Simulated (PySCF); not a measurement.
## Dipole moment and polarisability of `CC(=O)NC(F)=C1C=C1`

C₆H₆FNO.
Geometry (GFN2-xTB, Å), atoms numbered from 1 in this order:
```xyz
15
C6H6FNO angstrom
C     -2.706   -0.066   -0.176
C     -1.220    0.226   -0.183
O     -0.748    1.335   -0.293
N     -0.466   -0.896   -0.036
C      0.938   -0.946   -0.040
F      1.367   -2.230   -0.267
C      1.789    0.028    0.149
C      3.133    0.582    0.217
C      2.132    1.418    0.397
H     -2.996   -0.511    0.774
H     -2.960   -0.755   -0.978
H     -3.252    0.862   -0.316
H     -0.914   -1.799    0.020
H      4.173    0.375    0.150
H      1.727    2.385    0.562
```

Level: CAM-B3LYP/def2-SVPD (PySCF), static field, nuclei fixed, core orbitals frozen in the response. The polarisability tensor in these axes (au):

```
x   106.73   8.26   4.10
y     8.26  84.31   2.86
z     4.10   2.86  52.49
```

Question: Give the principal values, the mean and the anisotropy Δα = √{½[(α1 − α2)² + (α2 − α3)² + (α1 − α3)²]}.

Answer: Principal values 52.02, 81.67 and 109.85 au; mean 81.18 au = 12.03 Å³ = 13.38 × 10⁻⁴⁰ C²·m²/J; Δα = 50.08 au (62 % of the mean).

Question: What is the dipole moment, and where does it point?

Answer: (-0.28, -0.58, 0.83) D, 1.05 D in size, pointing from the negative to the positive side. Measured along this direction, the outermost atoms are H15 at the negative end and H10 at the positive end.

Question: In TDDFT the mean static polarisability is Σ f/ω² over all singlet excitations (ω in hartree). How much of it do the 8 lowest give? Their energies (eV) and oscillator strengths: 4.17, 0.0085; 5.28, 0.0294; 5.42, 0.1767; 5.64, 0.0009; 5.68, 0.0384; 6.18, 0.0050; 6.48, 0.0039; 6.61, 0.0071.

Answer: They add up to 6.80 au, 8.4 % of the 81.18 au; the largest single term is 4.46 au, from the state at 5.42 eV. Terms in order: 0.36, 0.78, 4.46, 0.02, 0.88, 0.10, 0.07, 0.12 au. Higher excitations give the rest. The strengths listed sum to 0.270.

Question: Estimate the molar refractivity from the static electronic polarisability.

Answer: Lorentz–Lorenz: R = (4π/3)N_A α = 2.5225 cm³/(mol·Å³) × 12.03 Å³ = 30.3 cm³/mol, in the limit of long wavelengths.

Question: What would n − 1 = 2πNα be for an ideal gas of these molecules at 500 K and 1 atm, electronic part alone?

Answer: N = p/kT = 1.4678 × 10¹⁹ cm⁻³, so n − 1 = 2π × N × 12.03 × 10⁻²⁴ cm³ = 1109 × 10⁻⁶ at long wavelengths.

One conformer (not necessarily the lowest) at the GFN2-xTB geometry, without solvent, vibrations or thermal averaging.
